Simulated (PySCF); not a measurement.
## How methods differ on the excitation energy of Bi(2+)

Bi(2+) [Xe] 4f14 5d10 6s2 6p1 (2P) → Bi(2+) [Xe] 4f14 5d10 6s1 6p2 (4P), as a difference of total energies. Computed with PySCF 2.14 in aug-cc-pVTZ-DK3 (9s8p6d3f, 84 functions), with the spin-free X2C one-electron Hamiltonian (Gaussian nucleus). Correlated levels: valence: [Xe] 4f14 5d10 frozen. The calculations carry no spin-orbit coupling.

```tsv
method	excitation energy (cm⁻¹)
UHF	62637
LDA	82469
PBE	80297
PBE0	76845
r2SCAN	76189
BHandHLYP	76185
M06-2X	74273
MP2 (valence)	67338
SCS-MP2 (valence)	69134
```

Spin-orbit coupling is strong in these open shells (close to jj coupling). The scalar numbers leave it out and a first-order estimate fails, so it can dominate the gap to the real levels.
